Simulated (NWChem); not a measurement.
Everything below was run with NWChem. System: C3H5O2, charge 0, spin multiplicity 2, at a geometry optimised with UB3LYP/def2-SVP. The structure started from a generated list of species. Its SCF solution wasn't tested for a lower state. Level: UHF/def2-TZVP.

Job file:

```
start mol
memory heap 200 mb stack 900 mb global 1100 mb
geometry units angstroms nocenter noautoz noautosym
  C     -1.806946    -0.142471     0.110911
  C     -0.513347    -0.752976     0.610789
  O      0.516790     0.273129     0.810032
  C      1.227504     0.634479    -0.230625
  O      1.198940     0.259989    -1.360721
  H     -1.673460     0.305729    -0.885058
  H     -2.171620     0.631670     0.803093
  H     -2.578883    -0.924916     0.030748
  H     -0.630102    -1.211194     1.602161
  H     -0.115041    -1.500427    -0.091882
end
basis spherical
  * library def2-tzvp
end
scf
  uhf
  nopen 1
  maxiter 100
  thresh 1e-7
  semidirect memsize 60000000 filesize 0
  # guess.movecs holds the orbitals of an unrestricted PBE0 run
  vectors input guess.movecs output mol.movecs
end
task scf energy
```

Output (cleaned and shortened):

```
             Northwest Computational Chemistry Package (NWChem) 7.3.0
             --------------------------------------------------------

                                NWChem Input Module
                                -------------------

 Scaling coordinates for geometry "geometry" by  1.889725989
 (inverse scale =  0.529177249)

                             Geometry "geometry" -> ""
                             -------------------------

 Output coordinates in angstroms (scale by  1.889725989 to convert to a.u.)

  No.       Tag          Charge          X              Y              Z
 ---- ---------------- ---------- -------------- -------------- --------------
    1 C                    6.0000    -1.80694600    -0.14247100     0.11091100
    2 C                    6.0000    -0.51334700    -0.75297600     0.61078900
    3 O                    8.0000     0.51679000     0.27312900     0.81003200
    4 C                    6.0000     1.22750400     0.63447900    -0.23062500
    5 O                    8.0000     1.19894000     0.25998900    -1.36072100
    6 H                    1.0000    -1.67346000     0.30572900    -0.88505800
    7 H                    1.0000    -2.17162000     0.63167000     0.80309300
    8 H                    1.0000    -2.57888300    -0.92491600     0.03074800
    9 H                    1.0000    -0.63010200    -1.21119400     1.60216100
   10 H                    1.0000    -0.11504100    -1.50042700    -0.09188200

 Effective nuclear repulsion energy (a.u.)     170.2666946438

            Nuclear Dipole moment (a.u.)
            ----------------------------
        X                 Y               Z
 ---------------- ---------------- ----------------
     0.0000000000    -0.0000037795     0.0000000000


 Summary of "ao basis" -> "" (spherical)
 ------------------------------------------------------------------------------
       Tag                 Description            Shells   Functions and Types
 ---------------- ------------------------------  ------  ---------------------
 *                         def2-tzvp                  on all atoms

 Summary of "ao basis" -> "ao basis" (spherical)
 ------------------------------------------------------------------------------
       Tag                 Description            Shells   Functions and Types
 ---------------- ------------------------------  ------  ---------------------
 C                         def2-tzvp                11       31   5s3p2d1f
 O                         def2-tzvp                11       31   5s3p2d1f
 H                         def2-tzvp                 4        6   3s1p

                                 NWChem SCF Module
                                 -----------------

  ao basis        = "ao basis"
  functions       =   185
  atoms           =    10
  alpha electrons =    20
  beta  electrons =    19
  charge          =   0.00
  wavefunction    = UHF
  use symmetry    = F
  symmetry adapt  = F

 Summary of "ao basis" -> "ao basis" (spherical)
 ------------------------------------------------------------------------------
       Tag                 Description            Shells   Functions and Types
 ---------------- ------------------------------  ------  ---------------------
 C                         def2-tzvp                11       31   5s3p2d1f
 O                         def2-tzvp                11       31   5s3p2d1f
 H                         def2-tzvp                 4        6   3s1p

 Forming initial guess at       0.2s

 Starting SCF solution at       0.2s

 ----------------------------------------------
         Quadratically convergent UHF

 Convergence threshold     :          1.000E-07
 Maximum no. of iterations :          100
 Integral*density screening:          1.000E-09
 ----------------------------------------------

              iter       energy          gnorm     gmax       time
             ----- ------------------- --------- --------- --------
                 1     -266.2700436026  7.03D-01  8.46D-02      9.4
                 2     -266.3022881679  4.71D-02  9.76D-03     21.4
                 3     -266.3030811937  2.12D-03  4.58D-04     51.8
                 4     -266.3030844430  9.64D-06  1.40D-06     93.8
                 5     -266.3030844430  5.78D-09  1.71D-09    138.8

       Final UHF  results
       ------------------

         Total SCF energy =   -266.303084443039
      One electron energy =   -700.624268557780
      Two electron energy =    264.054489470981
 Nuclear repulsion energy =    170.266694643760

                       Sz =      0.5000
                 Sz(Sz+1) =      0.7500
                      S^2 =      0.7629

        Time for solution =    138.7s

          Final alpha eigenvalues
          -----------------------

              1
    1  -20.6292
    2  -20.5829
    3  -11.3941
    4  -11.3135
    5  -11.2397
    6   -1.4899
    7   -1.4000
    8   -1.0585
    9   -0.9104
   10   -0.7920
   11   -0.7250
   12   -0.7067
   13   -0.6673
   14   -0.6202
   15   -0.5806
   16   -0.5550
   17   -0.5474
   18   -0.5127
   19   -0.4807
   20   -0.4072
   21    0.1379
   22    0.1621
   23    0.1721
   24    0.1924
   25    0.2106
   26    0.2295
   27    0.2350
   28    0.2506
   29    0.2878
   30    0.2927

          Final beta eigenvalues
          ----------------------

              1
    1  -20.6244
    2  -20.5734
    3  -11.3690
    4  -11.3117
    5  -11.2398
    6   -1.4663
    7   -1.3770
    8   -1.0483
    9   -0.8916
   10   -0.7746
   11   -0.6888
   12   -0.6756
   13   -0.6554
   14   -0.5966
   15   -0.5621
   16   -0.5513
[...]
    43      0.600201   2 C  px                4     -0.593899   1 C  s

 Vector   22  Occ=0.000000D+00  E= 1.621316D-01
              MO Center=  9.4D-01,  6.6D-01, -2.4D-01, r^2= 3.6D+00
   Bfn.  Coefficient  Atom+Function         Bfn.  Coefficient  Atom+Function
  ----- ------------  ---------------      ----- ------------  ---------------
     5      1.884917   1 C  s               164     -0.800360   7 H  s
   105      0.635817   4 C  px              106     -0.568649   4 C  py
   170     -0.530927   8 H  s                36     -0.393866   2 C  s
   158     -0.391287   6 H  s               136     -0.359603   5 O  px
   137      0.346690   5 O  py               75      0.266202   3 O  py

 Vector   23  Occ=0.000000D+00  E= 1.721029D-01
              MO Center= -1.0D+00, -7.4D-01,  5.6D-01, r^2= 8.1D+00
   Bfn.  Coefficient  Atom+Function         Bfn.  Coefficient  Atom+Function
  ----- ------------  ---------------      ----- ------------  ---------------
    36     -7.449887   2 C  s                 5      7.076041   1 C  s
   176      2.073232   9 H  s               182      1.758643  10 H  s
   158     -1.562335   6 H  s               164     -1.537373   7 H  s
    12      1.467881   1 C  px               43      1.304477   2 C  px
   170     -0.883658   8 H  s                98      0.591137   4 C  s

                     UHF Final Beta Molecular Orbital Analysis
                     -----------------------------------------

 Vector   17  Occ=1.000000D+00  E=-5.164159D-01
              MO Center= -7.7D-01, -2.9D-01,  1.2D-01, r^2= 3.3D+00
   Bfn.  Coefficient  Atom+Function         Bfn.  Coefficient  Atom+Function
  ----- ------------  ---------------      ----- ------------  ---------------
    39     -0.187431   2 C  pz                8      0.180525   1 C  pz
   181      0.166330  10 H  s                42     -0.161450   2 C  pz
    11      0.158185   1 C  pz              163      0.158909   7 H  s

 Vector   18  Occ=1.000000D+00  E=-4.958533D-01
              MO Center=  8.2D-01,  2.4D-01, -5.1D-01, r^2= 2.4D+00
   Bfn.  Coefficient  Atom+Function         Bfn.  Coefficient  Atom+Function
  ----- ------------  ---------------      ----- ------------  ---------------
   131      0.239424   5 O  py              134      0.217713   5 O  py
   130      0.178994   5 O  px               70     -0.173182   3 O  pz
    69     -0.167993   3 O  py               73     -0.164464   3 O  pz
   133      0.163705   5 O  px               72     -0.156338   3 O  py
   132     -0.156382   5 O  pz

 Vector   19  Occ=1.000000D+00  E=-4.839897D-01
              MO Center=  2.7D-01,  3.4D-02, -1.5D-02, r^2= 2.9D+00
   Bfn.  Coefficient  Atom+Function         Bfn.  Coefficient  Atom+Function
  ----- ------------  ---------------      ----- ------------  ---------------
   130      0.234505   5 O  px              133      0.212442   5 O  px
    68     -0.210487   3 O  px               71     -0.194105   3 O  px
    69      0.175498   3 O  py               72      0.162261   3 O  py

 Vector   20  Occ=0.000000D+00  E= 8.475870D-02
              MO Center=  1.3D+00,  7.8D-01, -9.2D-02, r^2= 3.0D+00
   Bfn.  Coefficient  Atom+Function         Bfn.  Coefficient  Atom+Function
  ----- ------------  ---------------      ----- ------------  ---------------
    98      1.076884   4 C  s                67     -0.657271   3 O  s
    36     -0.406185   2 C  s                 5     -0.386794   1 C  s
   129     -0.371258   5 O  s               182      0.328954  10 H  s
    97      0.295635   4 C  s               158      0.289418   6 H  s
    44      0.263106   2 C  py              170      0.231157   8 H  s

 Vector   21  Occ=0.000000D+00  E= 1.404194D-01
              MO Center= -1.8D+00, -7.6D-01,  5.5D-01, r^2= 6.8D+00
   Bfn.  Coefficient  Atom+Function         Bfn.  Coefficient  Atom+Function
  ----- ------------  ---------------      ----- ------------  ---------------
     5      4.712534   1 C  s               170     -1.995779   8 H  s
   164     -1.836914   7 H  s                36      1.727798   2 C  s
   176     -1.541896   9 H  s               158     -1.368413   6 H  s
   182     -1.210822  10 H  s                43      0.668748   2 C  px
     4     -0.617157   1 C  s                44     -0.444779   2 C  py

 Vector   22  Occ=0.000000D+00  E= 1.720226D-01
              MO Center= -1.0D+00, -7.0D-01,  5.3D-01, r^2= 8.4D+00
   Bfn.  Coefficient  Atom+Function         Bfn.  Coefficient  Atom+Function
  ----- ------------  ---------------      ----- ------------  ---------------
    36     -7.291455   2 C  s                 5      7.115127   1 C  s
   176      1.968080   9 H  s               182      1.799147  10 H  s
   164     -1.649650   7 H  s               158     -1.564281   6 H  s
    12      1.420937   1 C  px               43      1.229694   2 C  px
   170     -0.911829   8 H  s                45      0.527006   2 C  pz

 center of mass
 --------------
 x =   0.18383303 y =   0.06922712 z =  -0.03738730

 moments of inertia (a.u.)
 ------------------
         244.763853356388         -91.082674514159         107.754804831162
         -91.082674514159         539.476460129732          39.775216690667
         107.754804831162          39.775216690667         431.557547859161

  Mulliken analysis of the total density
  --------------------------------------

    Atom       Charge   Shell Charges
 -----------   ------   -------------------------------------------------------
    1 C    6     6.34   0.85  1.12  0.47  0.67  0.11  1.25  1.40  0.38  0.02  0.05  0.00
    2 C    6     5.95   0.85  1.12  0.48  0.67  0.02  1.18  1.26  0.20  0.03  0.11  0.01
    3 O    8     8.35   0.79  1.18  0.56  0.97  0.27  1.85  2.07  0.62  0.00  0.04  0.00
    4 C    6     5.56   0.86  1.12  0.54  0.54  0.13  1.09  0.88  0.15  0.06  0.16  0.02
    5 O    8     8.40   0.79  1.18  0.58  0.94  0.34  1.83  1.93  0.76  0.00  0.03  0.00
    6 H    1     0.87   0.26  0.49  0.09  0.02
    7 H    1     0.89   0.26  0.49  0.11  0.02
    8 H    1     0.89   0.26  0.49  0.11  0.02
    9 H    1     0.88   0.27  0.50  0.10  0.02
   10 H    1     0.88   0.27  0.49  0.10  0.02

  Mulliken analysis of the alpha density
  --------------------------------------

    Atom       Charge   Shell Charges
 -----------   ------   -------------------------------------------------------
    1 C    6     3.17   0.43  0.56  0.24  0.34  0.05  0.63  0.70  0.19  0.01  0.03  0.00
    2 C    6     3.01   0.43  0.56  0.24  0.34  0.01  0.60  0.65  0.10  0.01  0.06  0.01
    3 O    8     4.17   0.40  0.59  0.29  0.49  0.13  0.93  1.04  0.29  0.00  0.02  0.00
    4 C    6     3.18   0.43  0.56  0.31  0.34  0.11  0.67  0.55  0.09  0.03  0.09  0.01
    5 O    8     4.27   0.40  0.59  0.30  0.47  0.17  0.96  0.99  0.37  0.00  0.02  0.00
    6 H    1     0.43   0.13  0.24  0.05  0.01
    7 H    1     0.44   0.13  0.25  0.05  0.01
    8 H    1     0.44   0.13  0.25  0.05  0.01
    9 H    1     0.44   0.13  0.25  0.05  0.01
   10 H    1     0.44   0.13  0.24  0.05  0.01

   Mulliken analysis of the beta density
   -------------------------------------

    Atom       Charge   Shell Charges
 -----------   ------   -------------------------------------------------------
    1 C    6     3.17   0.43  0.56  0.24  0.34  0.05  0.63  0.70  0.19  0.01  0.03  0.00
    2 C    6     2.94   0.43  0.56  0.24  0.33  0.01  0.58  0.62  0.09  0.01  0.06  0.01
    3 O    8     4.18   0.40  0.59  0.27  0.48  0.14  0.91  1.03  0.33  0.00  0.02  0.00
    4 C    6     2.38   0.43  0.56  0.23  0.20  0.02  0.42  0.34  0.06  0.03  0.08  0.01
    5 O    8     4.13   0.40  0.59  0.29  0.47  0.17  0.87  0.94  0.39  0.00  0.02  0.00
    6 H    1     0.43   0.13  0.24  0.05  0.01
    7 H    1     0.44   0.13  0.25  0.05  0.01
    8 H    1     0.44   0.13  0.25  0.05  0.01
    9 H    1     0.44   0.13  0.25  0.05  0.01
   10 H    1     0.44   0.13  0.24  0.05  0.01

   Mulliken analysis of the spin density
   -------------------------------------

    Atom       Charge   Shell Charges
 -----------   ------   -------------------------------------------------------
    1 C    6    -0.01  -0.00  0.00 -0.00 -0.00 -0.00 -0.00 -0.00 -0.00  0.00  0.00  0.00
    2 C    6     0.07   0.00 -0.00  0.00  0.00 -0.00  0.03  0.03  0.01 -0.00  0.00  0.00
    3 O    8    -0.00   0.00 -0.00  0.01  0.01 -0.02  0.02  0.01 -0.04  0.00  0.00  0.00
    4 C    6     0.80   0.00 -0.01  0.08  0.14  0.09  0.25  0.21  0.03  0.00  0.01 -0.00
    5 O    8     0.14   0.00 -0.00  0.01  0.01 -0.00  0.09  0.06 -0.02  0.00 -0.00  0.00
    6 H    1     0.00   0.00  0.00  0.00  0.00
    7 H    1     0.00   0.00  0.00 -0.00 -0.00
    8 H    1     0.00   0.00  0.00  0.00 -0.00
    9 H    1    -0.00  -0.00 -0.00 -0.00  0.00
   10 H    1    -0.00  -0.00 -0.00 -0.00  0.00

       Multipole analysis of the density wrt the origin
       ------------------------------------------------

     L   x y z        total         alpha         beta         nuclear
     -   - - -        -----         -----         ----         -------

------------------------------------------------------------
EAF file 0: "./mol.aoints.0" size=524288 bytes
------------------------------------------------------------
               write      read    awrite     aread      wait
               -----      ----    ------     -----      ----
     calls:        1        33         0         0         0
   data(b): 5.24e+05  1.73e+07  0.00e+00  0.00e+00
   time(s): 0.00e+00  0.00e+00  0.00e+00  0.00e+00  0.00e+00
rate(mb/s): 0.00e+00  0.00e+00
------------------------------------------------------------

     0   0 0 0     -0.000000    -20.000000    -19.000000     39.000000

     1   1 0 0     -0.842312     -1.703715      0.861403      0.000000
     1   0 1 0     -0.455983     -0.965063      0.509084     -0.000004
     1   0 0 1      0.671648      0.496063      0.175585      0.000000

     2   2 0 0    -22.115758   -119.478484   -111.278866    208.641592
     2   1 1 0      0.140454    -26.504474    -21.912125     48.557053
     2   1 0 1      1.216903     29.295567     28.436660    -56.515325
     2   0 2 0    -21.055348    -34.035475    -30.382505     43.362632
     2   0 1 1     -0.555211     11.254316     10.998375    -22.807901
     2   0 0 2    -25.118350    -61.031551    -59.425701     95.338902

 Task  times  cpu:      138.9s     wall:      138.9s

 Total times  cpu:      138.9s     wall:      138.9s
```
